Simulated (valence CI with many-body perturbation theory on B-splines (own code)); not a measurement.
# Pd13+: one-electron terms

Method: relativistic CI+MBPT: five valence electrons over a frozen Dirac-Fock core [Ar] 3d10, radial functions for each j: 11 s, 11 p, 10 d, 8 f, 5 g, 2 h, with the one-electron correlation potential Σ1, the two-electron term Σ2, the three-electron term Σ3, Breit, model QED; selected CI, second order for the rest, scaled by the run's own slope (own B-spline code, finite nucleus).

No measured spectrum was set against this ion. As an estimate, levels hold to about 250 cm⁻¹ or 0.2 % of their energy and the worst to 1 %, as in measured heavy ions of charge 2 to 7; those with d or f electrons hold less well. Among the levels kept, up to 2300 cm⁻¹ of a level comes from second order outside the variational space, and about a tenth of that is noise between levels of different J, which matters for small intervals.

These are the spectroscopic orbitals of the CI (the correlating ones are not listed), shaped by the core and the other valence electrons. h is the expectation value of the core's Dirac-Fock operator, without the valence repulsion; Σ1 is computed up to l = 3 at one energy for each symmetry, that of its lowest orbital but kept below the first core excitation, so for empty shells it is not the orbital's own correlation shift; Breit and QED include the response of the core, and the two lowest orbitals of each symmetry also the frequency dependence of Breit exchange, which makes a step in that column.

| Orbital | h (hartree) | Σ1 (cm⁻¹) | Breit (cm⁻¹) | QED (cm⁻¹) | ⟨r⟩ (bohr) |
| --- | --- | --- | --- | --- | --- |
| 4s1/2 | -16.73 | -10789 | 1304 | 1013 | 0.8603 |
| 5s1/2 | -9.4119 | -3237 | 496 | 386 | 1.576 |
| 6s1/2 | -6.0326 | -1431 | 237 | 186 | 2.516 |
| 7s1/2 | -4.2004 | -775 | 133 | 105 | 3.663 |
| 8s1/2 | -3.0931 | -470 | 82.7 | 64.9 | 5.023 |
| 9s1/2 | -2.3726 | -308 | 54.8 | 43.1 | 6.598 |
| 4p1/2 | -15.36 | -10232 | 1974 | -54.9 | 0.8914 |
| 5p1/2 | -8.7808 | -3146 | 755 | -20.8 | 1.653 |
| 6p1/2 | -5.7003 | -1452 | 376 | -10.3 | 2.627 |
| 7p1/2 | -4.0037 | -804 | 216 | -5.9 | 3.811 |
| 8p1/2 | -2.9672 | -495 | 136 | -3.7 | 5.209 |
| 9p1/2 | -2.2872 | -327 | 91.0 | -2.5 | 6.820 |
| 4p3/2 | -15.098 | -9609 | 1226 | 39.7 | 0.9090 |
| 5p3/2 | -8.6675 | -3011 | 471 | 15.4 | 1.677 |
| 6p3/2 | -5.6411 | -1400 | 245 | 7.7 | 2.656 |
| 7p3/2 | -3.9689 | -779 | 141 | 4.5 | 3.846 |
| 8p3/2 | -2.945 | -481 | 88.6 | 2.8 | 5.249 |
| 9p3/2 | -2.2722 | -318 | 59.4 | 1.9 | 6.867 |
| 4d3/2 | -12.847 | -8636 | 586 | -54.1 | 0.9741 |
| 5d3/2 | -7.6372 | -2919 | 242 | -21.6 | 1.826 |
| 6d3/2 | -5.0932 | -1454 | 130 | -11.4 | 2.872 |
| 7d3/2 | -3.6419 | -839 | 77.6 | -6.8 | 4.130 |
| 8d3/2 | -2.7342 | -531 | 50.1 | -4.4 | 5.603 |
| 4d5/2 | -12.798 | -8478 | 297 | -29.3 | 0.9791 |
| 5d5/2 | -7.6152 | -2876 | 120 | -11.7 | 1.832 |
| 6d5/2 | -5.0814 | -1433 | 64.5 | -6.2 | 2.879 |
| 7d5/2 | -3.6347 | -828 | 38.5 | -3.7 | 4.139 |
| 8d5/2 | -2.7295 | -524 | 24.8 | -2.4 | 5.613 |
| 4f5/2 | -10.44 | -6783 | 69.8 | -12.3 | 1.060 |
| 5f5/2 | -6.5855 | -2543 | 38.3 | -6.9 | 1.996 |
| 6f5/2 | -4.5312 | -1295 | 22.4 | -4.1 | 3.125 |
| 7f5/2 | -3.3048 | -758 | 14.1 | -2.6 | 4.467 |
| 4f7/2 | -10.436 | -6714 | -20.1 | -8.4 | 1.061 |
| 5f7/2 | -6.5831 | -2512 | -11.0 | -4.9 | 1.997 |
| 6f7/2 | -4.5297 | -1278 | -6.4 | -3.0 | 3.127 |
| 7f7/2 | -3.3038 | -748 | -4.1 | -1.9 | 4.469 |
| 5g7/2 | -6.2328 |  | 0.0 | -0.5 | 1.912 |
| 6g7/2 | -4.3305 |  | 0.0 | -0.4 | 3.072 |
| 7g7/2 | -3.1791 |  | 0.0 | -0.3 | 4.451 |
| 5g9/2 | -6.232 |  | -1.5 | 0.2 | 1.912 |
| 6g9/2 | -4.33 |  | -1.4 | 0.1 | 3.073 |
| 7g9/2 | -3.1787 |  | -1.1 | 0.0 | 4.452 |
| 6h9/2 | -4.2839 |  |  |  | 2.778 |
| 6h11/2 | -4.2835 |  |  |  | 2.778 |

Among the shells of the start configuration 4s2 4p3, Σ1 is largest in size for 4s1/2, where it is 0.29 % of h.

Lowest root of each symmetry, sizes in configuration state functions:

| J | Parity | Roots | Reference | Variational | Second order | Change by selected CI (cm⁻¹) | Change by second order (cm⁻¹) |
| --- | --- | --- | --- | --- | --- | --- | --- |
| 1/2 | even | 11 | 104 | 31995 | 1374848 | -8301 | -225 |
| 3/2 | even | 14 | 167 | 31837 | 2421377 | -7511 | -574 |
| 5/2 | even | 12 | 175 | 31998 | 3008928 | -7365 | -697 |
| 7/2 | even | 6 | 132 | 31651 | 4021527 | -9208 | -797 |
| 9/2 | even | 3 | 85 | 31918 | 3713976 | -9793 | -705 |
| 1/2 | odd | 22 | 81 | 31950 | 1483646 | -11600 | -518 |
| 3/2 | odd | 34 | 131 | 31845 | 2703122 | -9041 | -688 |
| 5/2 | odd | 34 | 130 | 31936 | 3755015 | -9008 | -1151 |
| 7/2 | odd | 28 | 98 | 31989 | 4532315 | -10811 | -708 |
| 9/2 | odd | 15 | 50 | 31960 | 4463289 | -10854 | -619 |
| 11/2 | odd | 5 | 19 | 32056 | 4824326 | -16359 | -997 |
